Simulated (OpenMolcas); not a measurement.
An OpenMolcas run meant for Nd3+ (ANO-R2, X2C; inactive shells 1s 2s 2p 3s 3p 3d 4s 4p 4d 5s 5p; intended active space 3 electrons in 7 orbitals (4f)). One step of its input:

```
&CASPT2
Multistate=30 1 2 3 4 5 6 7 8 9 10 11 12 13 14 15 16 17 18 19 20 21 22
23 24 25 26 27 28 29 30
Frozen=14 9
IPEA=0.25
Shift=1.5
MaxIter=60
WThr=0.0 0.3 0.05
PrWF=0.5
NoMix
```

The run finished. Its levels beside those of a sound run (SS-CASPT2, IPEA 0.25 Eh, imaginary shift 0.1 Eh (closed shells correlated: 5s 5p)), in cm-1 above each run's lowest level:

```
             Level  This run  Usual run
       4f3 4I* 9/2       0.0        0.0
      4f3 4I* 11/2      2017       2031
      4f3 4I* 13/2      4182       4202
      4f3 4I* 15/2      6425       6442
4f3 2H* 9/2 [75 %]     14001      13356
       4f3 4F* 3/2     13879      13430
       4f3 4F* 5/2     14980      14542
       4f3 4S* 3/2     15821      15340
       4f3 4F* 7/2     15996      15538
       4f3 4F* 9/2     17119      16639
      4f3 2H* 11/2     17383      16727
       4f3 2G* 7/2     19697      19020
       4f3 4G* 5/2     21512      21026
4f3 2G* 9/2 [60 %]     22578      21940
```

Which setting is unsound, and how much does it matter here?

The level shift is far above the usual 0.1 to 0.3 hartree and damps the second-order energy. Against the sound run the excited levels shown move by 420 cm-1 on average and by 680 cm-1 at most.

Term energies are means over components that CASPT2 splits; among the terms shown or strongly mixed into the levels shown the widest spread is 410 cm-1 (4f3 4I*, the sound run). High states are left out of the spin-orbit mixing, which shifts the levels that they would mix with. Some levels mix across a computed gap that differs much from the measured one, so their mixing is not that of the real levels. Some terms miss by over 15 % even with CASPT2, which points to a basis or an active space too small for the shells correlated. Only configurations of the active space appear.

A share in square brackets marks a mixed level and gives the weight of the term that names it, the lowest over the columns. * marks odd parity.
